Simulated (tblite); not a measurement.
Record of a relaxation.

C₅H₇NO₂Si.
Numbering: `[CH3:1][C@@H:2]1[SiH2:3][O:4][c:5]2[cH:6][o:7][n:8][c:9]21` (hydrogens: H10, H11, H12 on C1; H13 on C2; H14, H15 on Si3; H16 on C6)

Computed with GFN2-xTB (tblite), gas phase: L-BFGS steps from a force-field or distance-geometry start until the largest atomic force falls under 0.01 eV/Å. 12 of its 84 geometries are shown.

Step 0: E = -735.4646 eV, largest atomic force 4.875 eV/Å
```
atom  x, y, z in Å  |  force x, y, z in eV/Å
C1     -1.619   -1.234    0.001   -2.640  -0.739  -0.512
C2     -0.780   -0.240    0.716    0.182  -0.680   1.042
Si3    -0.973    1.489    0.052    0.754   1.499  -0.249
O4      0.682    1.887    0.253   -0.380  -0.452  -0.421
C5      1.368    0.688    0.284    2.786   3.923  -0.781
C6      2.704    0.277    0.100   -0.418   3.519  -0.217
O7      2.755   -1.010    0.230    1.279   0.191  -0.208
N8      1.577   -1.446    0.478   -4.141  -1.625   0.823
C9      0.679   -0.409    0.509    0.142  -4.745   0.811
H10    -1.189   -2.217   -0.129    0.277  -0.069   0.178
H11    -1.953   -0.884   -1.009    0.417  -0.295   0.707
H12    -2.575   -1.356    0.598    0.859  -0.080  -0.767
H13    -1.059   -0.267    1.804    0.633  -0.160  -0.663
H14    -1.879    2.298    0.839    0.182   0.219   0.120
H15    -1.300    1.512   -1.379    0.118   0.024   0.108
H16     3.555    0.919   -0.091   -0.049  -0.531   0.027
```

Step 8: E = -736.3469 eV, largest atomic force 0.266 eV/Å
```
atom  x, y, z in Å  |  force x, y, z in eV/Å
C1     -1.693   -1.293   -0.003    0.049  -0.013  -0.039
C2     -0.800   -0.270    0.697    0.150  -0.120   0.067
Si3    -0.944    1.537    0.058   -0.037   0.068  -0.004
O4      0.674    1.913    0.186   -0.147   0.012   0.086
C5      1.379    0.764    0.294    0.009   0.030  -0.207
C6      2.667    0.384    0.118    0.051  -0.059   0.020
O7      2.730   -0.958    0.249   -0.125  -0.093   0.136
N8      1.487   -1.460    0.498   -0.099  -0.097  -0.019
C9      0.666   -0.451    0.519    0.181   0.054  -0.187
H10    -1.188   -2.253   -0.092   -0.052   0.032   0.078
H11    -1.938   -0.932   -0.999   -0.016  -0.178  -0.078
H12    -2.625   -1.423    0.546    0.083  -0.012  -0.042
H13    -0.958   -0.329    1.775   -0.178  -0.017   0.141
H14    -1.790    2.376    0.876    0.127   0.187   0.126
H15    -1.267    1.537   -1.363   -0.048   0.048  -0.090
H16     3.592    0.868   -0.102    0.053   0.158   0.010
```

Step 15: E = -736.4009 eV, largest atomic force 0.232 eV/Å
```
atom  x, y, z in Å  |  force x, y, z in eV/Å
C1     -1.685   -1.322   -0.011   -0.072  -0.060  -0.035
C2     -0.817   -0.274    0.685    0.052  -0.051  -0.062
Si3    -0.967    1.555    0.073    0.042   0.061  -0.012
O4      0.658    1.914    0.180   -0.077   0.019  -0.110
C5      1.365    0.765    0.229    0.034   0.083   0.162
C6      2.666    0.392    0.123   -0.047  -0.093  -0.027
O7      2.713   -0.952    0.290    0.065  -0.043  -0.094
N8      1.464   -1.451    0.497    0.074  -0.060   0.070
C9      0.647   -0.442    0.473    0.147   0.096  -0.074
H10    -1.183   -2.287   -0.037    0.042   0.038   0.066
H11    -1.917   -1.031   -1.033    0.068  -0.022  -0.022
H12    -2.625   -1.442    0.522   -0.025   0.027  -0.019
H13    -0.974   -0.366    1.766   -0.055   0.062  -0.015
H14    -1.664    2.490    0.938    0.070  -0.023  -0.013
H15    -1.288    1.574   -1.358   -0.109   0.026   0.106
H16     3.599    0.887   -0.080   -0.210  -0.059   0.080
```

Step 23: E = -736.4302 eV, largest atomic force 0.128 eV/Å
```
atom  x, y, z in Å  |  force x, y, z in eV/Å
C1     -1.672   -1.341   -0.023   -0.043  -0.054  -0.006
C2     -0.818   -0.273    0.661   -0.071   0.027   0.011
Si3    -0.969    1.567    0.079    0.019   0.115  -0.054
O4      0.662    1.908    0.122   -0.065  -0.066   0.015
C5      1.364    0.761    0.235   -0.003  -0.013  -0.053
C6      2.659    0.379    0.125    0.004   0.007   0.013
O7      2.710   -0.965    0.282    0.052   0.048   0.025
N8      1.459   -1.460    0.495    0.036   0.025   0.037
C9      0.648   -0.445    0.476    0.018   0.047  -0.105
H10    -1.167   -2.302    0.037    0.008  -0.020   0.003
H11    -1.858   -1.114   -1.071    0.111   0.027   0.013
H12    -2.635   -1.430    0.474   -0.014   0.051  -0.019
H13    -1.003   -0.345    1.737   -0.011  -0.010   0.081
H14    -1.558    2.540    0.984   -0.014  -0.087   0.008
H15    -1.406    1.623   -1.316   -0.031   0.015   0.049
H16     3.576    0.907   -0.041    0.006  -0.111  -0.018
```

Step 30: E = -736.4476 eV, largest atomic force 0.126 eV/Å
```
atom  x, y, z in Å  |  force x, y, z in eV/Å
C1     -1.658   -1.347   -0.024    0.019   0.004  -0.051
C2     -0.821   -0.268    0.660   -0.056   0.052  -0.025
Si3    -0.980    1.577    0.075   -0.020   0.010   0.043
O4      0.655    1.905    0.070   -0.047  -0.098  -0.057
C5      1.361    0.760    0.200    0.029  -0.024  -0.022
C6      2.660    0.376    0.127    0.018  -0.028  -0.061
O7      2.709   -0.963    0.309    0.008  -0.009   0.005
N8      1.458   -1.456    0.511   -0.038   0.023   0.053
C9      0.644   -0.443    0.457    0.013   0.076   0.100
H10    -1.174   -2.314    0.102   -0.049  -0.003   0.056
H11    -1.742   -1.152   -1.091   -0.021  -0.012  -0.025
H12    -2.659   -1.395    0.402    0.077   0.054  -0.057
H13    -1.010   -0.327    1.739    0.065  -0.050  -0.027
H14    -1.526    2.514    1.040   -0.034  -0.022   0.026
H15    -1.524    1.675   -1.280    0.082  -0.013   0.055
H16     3.597    0.866   -0.040   -0.045   0.041  -0.012
```

Step 38: E = -736.4693 eV, largest atomic force 0.143 eV/Å
```
atom  x, y, z in Å  |  force x, y, z in eV/Å
C1     -1.630   -1.338   -0.049   -0.026   0.048   0.051
C2     -0.819   -0.260    0.666   -0.025   0.006  -0.004
Si3    -0.992    1.589    0.102   -0.008  -0.137   0.036
O4      0.641    1.885   -0.042    0.029  -0.005   0.043
C5      1.356    0.753    0.146    0.013  -0.018  -0.051
C6      2.655    0.362    0.091    0.000   0.024  -0.008
O7      2.703   -0.964    0.351    0.058   0.039   0.064
N8      1.454   -1.440    0.595    0.021  -0.011  -0.070
C9      0.642   -0.433    0.470    0.024   0.038   0.136
H10    -1.220   -2.315    0.196   -0.026  -0.037  -0.009
H11    -1.602   -1.214   -1.129    0.055   0.032   0.007
H12    -2.666   -1.300    0.274   -0.085  -0.002  -0.016
H13    -1.005   -0.353    1.744   -0.053  -0.015  -0.079
H14    -1.525    2.463    1.135    0.063   0.015  -0.004
H15    -1.593    1.726   -1.218    0.008   0.006  -0.029
H16     3.594    0.849   -0.077   -0.047   0.017  -0.067
```

Step 45: E = -736.4846 eV, largest atomic force 0.123 eV/Å
```
atom  x, y, z in Å  |  force x, y, z in eV/Å
C1     -1.631   -1.336   -0.064    0.061   0.024   0.004
C2     -0.822   -0.273    0.681   -0.008   0.013   0.021
Si3    -0.994    1.574    0.120   -0.021  -0.070   0.019
O4      0.629    1.861   -0.095    0.053   0.033   0.025
C5      1.349    0.741    0.124   -0.033  -0.004   0.021
C6      2.653    0.368    0.069   -0.039   0.034  -0.016
O7      2.723   -0.945    0.390   -0.012   0.031  -0.035
N8      1.479   -1.427    0.656   -0.001   0.012   0.055
C9      0.650   -0.435    0.511   -0.029  -0.058  -0.001
H10    -1.289   -2.321    0.249   -0.078  -0.006  -0.051
H11    -1.492   -1.248   -1.140   -0.017  -0.011   0.026
H12    -2.693   -1.233    0.163    0.117  -0.004  -0.039
H13    -1.053   -0.386    1.746    0.044   0.033  -0.006
H14    -1.465    2.441    1.189    0.009   0.046   0.016
H15    -1.619    1.754   -1.180   -0.047  -0.017  -0.038
H16     3.567    0.874   -0.163    0.000  -0.055   0.000
```

Step 53: E = -736.4905 eV, largest atomic force 0.061 eV/Å
```
atom  x, y, z in Å  |  force x, y, z in eV/Å
C1     -1.615   -1.332   -0.077    0.017   0.024   0.010
C2     -0.820   -0.279    0.695   -0.018   0.021   0.004
Si3    -1.003    1.569    0.131   -0.003  -0.054   0.029
O4      0.617    1.851   -0.120    0.024  -0.004  -0.006
C5      1.340    0.736    0.113    0.011  -0.007   0.006
C6      2.643    0.368    0.048    0.006   0.010   0.002
O7      2.727   -0.933    0.407   -0.010   0.002  -0.008
N8      1.490   -1.416    0.706   -0.026   0.004   0.006
C9      0.653   -0.434    0.537   -0.020  -0.009  -0.018
H10    -1.345   -2.329    0.264    0.007   0.004   0.005
H11    -1.412   -1.272   -1.144    0.017   0.026   0.000
H12    -2.681   -1.182    0.080    0.006  -0.006  -0.007
H13    -1.061   -0.391    1.758   -0.004  -0.016  -0.017
H14    -1.432    2.434    1.220   -0.011   0.036  -0.007
H15    -1.664    1.758   -1.152   -0.016  -0.031   0.010
H16     3.556    0.863   -0.209    0.018  -0.001  -0.009
```

Step 60: E = -736.4935 eV, largest atomic force 0.046 eV/Å
```
atom  x, y, z in Å  |  force x, y, z in eV/Å
C1     -1.601   -1.320   -0.087   -0.004   0.005  -0.003
C2     -0.820   -0.279    0.714   -0.001  -0.004   0.008
Si3    -1.005    1.564    0.152   -0.029   0.030  -0.019
O4      0.611    1.845   -0.131   -0.017   0.017   0.001
C5      1.337    0.733    0.106   -0.010   0.010   0.013
C6      2.640    0.363    0.038   -0.003  -0.011  -0.023
O7      2.723   -0.934    0.412    0.008  -0.016   0.002
N8      1.489   -1.411    0.727    0.015  -0.018   0.011
C9      0.652   -0.431    0.552    0.002  -0.024   0.017
H10    -1.362   -2.322    0.262    0.026   0.009  -0.008
H11    -1.355   -1.258   -1.145    0.000   0.004  -0.002
H12    -2.669   -1.155    0.029   -0.017  -0.001  -0.007
H13    -1.072   -0.411    1.770    0.007  -0.003   0.018
H14    -1.425    2.465    1.215    0.015  -0.001   0.007
H15    -1.700    1.713   -1.118   -0.001  -0.004  -0.018
H16     3.551    0.849   -0.240    0.009   0.007   0.003
```

Step 68: E = -736.4941 eV, largest atomic force 0.014 eV/Å
```
atom  x, y, z in Å  |  force x, y, z in eV/Å
C1     -1.601   -1.315   -0.087    0.006  -0.001   0.000
C2     -0.820   -0.278    0.720   -0.002   0.002   0.000
Si3    -1.007    1.563    0.151   -0.005   0.004  -0.005
O4      0.610    1.845   -0.121    0.001   0.012  -0.008
C5      1.336    0.732    0.111   -0.004   0.007   0.000
C6      2.638    0.361    0.034   -0.001  -0.001   0.003
O7      2.722   -0.937    0.407   -0.001  -0.006   0.006
N8      1.489   -1.413    0.727   -0.003  -0.010   0.000
C9      0.652   -0.432    0.557   -0.005  -0.003   0.004
H10    -1.349   -2.318    0.251    0.004  -0.008  -0.005
H11    -1.361   -1.242   -1.145    0.001   0.004  -0.001
H12    -2.671   -1.159    0.035    0.006  -0.003   0.005
H13    -1.070   -0.414    1.776   -0.005   0.004   0.002
H14    -1.429    2.472    1.207    0.004  -0.002   0.001
H15    -1.694    1.697   -1.127    0.002   0.003   0.005
H16     3.550    0.848   -0.240   -0.001   0.001  -0.008
```

Step 75: E = -736.4943 eV, largest atomic force 0.021 eV/Å
```
atom  x, y, z in Å  |  force x, y, z in eV/Å
C1     -1.598   -1.315   -0.087   -0.012  -0.008  -0.011
C2     -0.821   -0.276    0.722   -0.003  -0.017  -0.001
Si3    -1.008    1.565    0.150    0.002   0.005  -0.001
O4      0.610    1.845   -0.122   -0.004   0.001   0.000
C5      1.335    0.732    0.113   -0.001  -0.001  -0.009
C6      2.636    0.359    0.034    0.003  -0.004   0.005
O7      2.719   -0.939    0.408    0.000  -0.005  -0.008
N8      1.485   -1.414    0.728    0.007   0.010   0.012
C9      0.650   -0.431    0.560    0.002   0.002   0.006
H10    -1.339   -2.320    0.243    0.008   0.019  -0.003
H11    -1.361   -1.233   -1.146   -0.006  -0.004   0.007
H12    -2.668   -1.166    0.041    0.005  -0.006  -0.004
H13    -1.074   -0.412    1.778   -0.003   0.003   0.006
H14    -1.427    2.474    1.206    0.000   0.000   0.000
H15    -1.693    1.695   -1.128   -0.002   0.006   0.003
H16     3.547    0.845   -0.244    0.003  -0.003  -0.001
```

Step 83: E = -736.4947 eV, largest atomic force 0.008 eV/Å
```
atom  x, y, z in Å  |  force x, y, z in eV/Å
C1     -1.589   -1.315   -0.093   -0.002  -0.004  -0.003
C2     -0.826   -0.273    0.726    0.002  -0.007   0.000
Si3    -1.009    1.568    0.153    0.004   0.003   0.000
O4      0.606    1.841   -0.139    0.001  -0.003  -0.002
C5      1.331    0.729    0.107    0.001   0.000   0.003
C6      2.632    0.353    0.029    0.001  -0.004  -0.006
O7      2.714   -0.940    0.417    0.001   0.001   0.008
N8      1.481   -1.409    0.749    0.002   0.003   0.001
C9      0.647   -0.427    0.571    0.001  -0.001  -0.002
H10    -1.321   -2.316    0.237   -0.002  -0.002  -0.002
H11    -1.347   -1.228   -1.149   -0.002   0.004  -0.002
H12    -2.661   -1.178    0.028    0.000   0.001   0.003
H13    -1.088   -0.410    1.779    0.002  -0.002   0.003
H14    -1.412    2.475    1.218   -0.003   0.003  -0.001
H15    -1.707    1.706   -1.117   -0.005   0.004  -0.001
H16     3.543    0.833   -0.261   -0.002   0.002   0.001
```

**Question.** Summarise the path.

**Answer.** The energy falls by 1.0301 eV from step 0 to step 83; nine tenths of that is first reached at step 14. It falls at every step. The largest force goes from 4.875 to 0.008 eV/Å. Among the bonds C5–C9 changes most, from 1.315 to 1.422 Å; the atoms move by 0.365 Å rms after alignment.

**Question.** Follow the three bonds and two angles with the largest change from start to end.

**Answer.** 
```json
{"step": "0", "E above end (eV)": "1.0301", "largest force (eV/Å)": "4.875", "C5–C9 (Å)": "1.315", "O7–N8 (Å)": "1.281", "C2–Si3 (Å)": "1.862", "C5–C6–H16 (°)": "126.5", "O7–C6–H16 (°)": "125.2"}
{"step": "4", "E above end (eV)": "0.2187", "largest force (eV/Å)": "0.429", "C5–C9 (Å)": "1.423", "O7–N8 (Å)": "1.365", "C2–Si3 (Å)": "1.927", "C5–C6–H16 (°)": "133.4", "O7–C6–H16 (°)": "119.0"}
{"step": "7", "E above end (eV)": "0.1610", "largest force (eV/Å)": "0.438", "C5–C9 (Å)": "1.427", "O7–N8 (Å)": "1.361", "C2–Si3 (Å)": "1.922", "C5–C6–H16 (°)": "136.3", "O7–C6–H16 (°)": "116.1"}
{"step": "11", "E above end (eV)": "0.1194", "largest force (eV/Å)": "0.295", "C5–C9 (Å)": "1.424", "O7–N8 (Å)": "1.361", "C2–Si3 (Å)": "1.935", "C5–C6–H16 (°)": "135.3", "O7–C6–H16 (°)": "116.2"}
{"step": "14", "E above end (eV)": "0.1004", "largest force (eV/Å)": "0.256", "C5–C9 (Å)": "1.427", "O7–N8 (Å)": "1.359", "C2–Si3 (Å)": "1.936", "C5–C6–H16 (°)": "135.8", "O7–C6–H16 (°)": "116.8"}
{"step": "18", "E above end (eV)": "0.0797", "largest force (eV/Å)": "0.147", "C5–C9 (Å)": "1.422", "O7–N8 (Å)": "1.362", "C2–Si3 (Å)": "1.939", "C5–C6–H16 (°)": "135.2", "O7–C6–H16 (°)": "116.8"}
{"step": "22", "E above end (eV)": "0.0676", "largest force (eV/Å)": "0.180", "C5–C9 (Å)": "1.424", "O7–N8 (Å)": "1.361", "C2–Si3 (Å)": "1.937", "C5–C6–H16 (°)": "133.8", "O7–C6–H16 (°)": "118.1"}
{"step": "25", "E above end (eV)": "0.0602", "largest force (eV/Å)": "0.112", "C5–C9 (Å)": "1.422", "O7–N8 (Å)": "1.363", "C2–Si3 (Å)": "1.939", "C5–C6–H16 (°)": "134.0", "O7–C6–H16 (°)": "118.2"}
{"step": "29", "E above end (eV)": "0.0495", "largest force (eV/Å)": "0.136", "C5–C9 (Å)": "1.423", "O7–N8 (Å)": "1.360", "C2–Si3 (Å)": "1.945", "C5–C6–H16 (°)": "135.5", "O7–C6–H16 (°)": "116.6"}
{"step": "32", "E above end (eV)": "0.0414", "largest force (eV/Å)": "0.189", "C5–C9 (Å)": "1.424", "O7–N8 (Å)": "1.360", "C2–Si3 (Å)": "1.932", "C5–C6–H16 (°)": "136.1", "O7–C6–H16 (°)": "116.0"}
{"step": "36", "E above end (eV)": "0.0305", "largest force (eV/Å)": "0.146", "C5–C9 (Å)": "1.420", "O7–N8 (Å)": "1.359", "C2–Si3 (Å)": "1.937", "C5–C6–H16 (°)": "135.9", "O7–C6–H16 (°)": "116.2"}
{"step": "40", "E above end (eV)": "0.0218", "largest force (eV/Å)": "0.155", "C5–C9 (Å)": "1.422", "O7–N8 (Å)": "1.360", "C2–Si3 (Å)": "1.936", "C5–C6–H16 (°)": "135.4", "O7–C6–H16 (°)": "116.6"}
{"step": "43", "E above end (eV)": "0.0149", "largest force (eV/Å)": "0.141", "C5–C9 (Å)": "1.421", "O7–N8 (Å)": "1.360", "C2–Si3 (Å)": "1.935", "C5–C6–H16 (°)": "134.9", "O7–C6–H16 (°)": "117.1"}
{"step": "47", "E above end (eV)": "0.0076", "largest force (eV/Å)": "0.090", "C5–C9 (Å)": "1.423", "O7–N8 (Å)": "1.361", "C2–Si3 (Å)": "1.937", "C5–C6–H16 (°)": "134.7", "O7–C6–H16 (°)": "117.5"}
{"step": "51", "E above end (eV)": "0.0049", "largest force (eV/Å)": "0.051", "C5–C9 (Å)": "1.422", "O7–N8 (Å)": "1.360", "C2–Si3 (Å)": "1.938", "C5–C6–H16 (°)": "135.1", "O7–C6–H16 (°)": "117.0"}
{"step": "54", "E above end (eV)": "0.0038", "largest force (eV/Å)": "0.051", "C5–C9 (Å)": "1.422", "O7–N8 (Å)": "1.360", "C2–Si3 (Å)": "1.940", "C5–C6–H16 (°)": "134.9", "O7–C6–H16 (°)": "117.2"}
{"step": "58", "E above end (eV)": "0.0022", "largest force (eV/Å)": "0.095", "C5–C9 (Å)": "1.422", "O7–N8 (Å)": "1.360", "C2–Si3 (Å)": "1.933", "C5–C6–H16 (°)": "135.1", "O7–C6–H16 (°)": "117.1"}
{"step": "61", "E above end (eV)": "0.0010", "largest force (eV/Å)": "0.027", "C5–C9 (Å)": "1.422", "O7–N8 (Å)": "1.360", "C2–Si3 (Å)": "1.937", "C5–C6–H16 (°)": "135.0", "O7–C6–H16 (°)": "117.1"}
{"step": "65", "E above end (eV)": "0.0007", "largest force (eV/Å)": "0.017", "C5–C9 (Å)": "1.422", "O7–N8 (Å)": "1.360", "C2–Si3 (Å)": "1.937", "C5–C6–H16 (°)": "135.1", "O7–C6–H16 (°)": "117.0"}
{"step": "69", "E above end (eV)": "0.0005", "largest force (eV/Å)": "0.012", "C5–C9 (Å)": "1.422", "O7–N8 (Å)": "1.360", "C2–Si3 (Å)": "1.937", "C5–C6–H16 (°)": "135.0", "O7–C6–H16 (°)": "117.1"}
{"step": "72", "E above end (eV)": "0.0005", "largest force (eV/Å)": "0.012", "C5–C9 (Å)": "1.422", "O7–N8 (Å)": "1.360", "C2–Si3 (Å)": "1.937", "C5–C6–H16 (°)": "135.0", "O7–C6–H16 (°)": "117.1"}
{"step": "76", "E above end (eV)": "0.0003", "largest force (eV/Å)": "0.020", "C5–C9 (Å)": "1.422", "O7–N8 (Å)": "1.360", "C2–Si3 (Å)": "1.937", "C5–C6–H16 (°)": "135.0", "O7–C6–H16 (°)": "117.1"}
{"step": "79", "E above end (eV)": "0.0001", "largest force (eV/Å)": "0.017", "C5–C9 (Å)": "1.422", "O7–N8 (Å)": "1.360", "C2–Si3 (Å)": "1.938", "C5–C6–H16 (°)": "135.0", "O7–C6–H16 (°)": "117.2"}
{"step": "83", "E above end (eV)": "0.0000", "largest force (eV/Å)": "0.008", "C5–C9 (Å)": "1.422", "O7–N8 (Å)": "1.360", "C2–Si3 (Å)": "1.937", "C5–C6–H16 (°)": "135.1", "O7–C6–H16 (°)": "117.0"}
```

The cost below is that of the whole relaxation. Hardware: an Arm Neoverse N1 with one thread, shared host with 64 logical CPUs at a one-minute load of 59. Cost: 1.0 s wall.
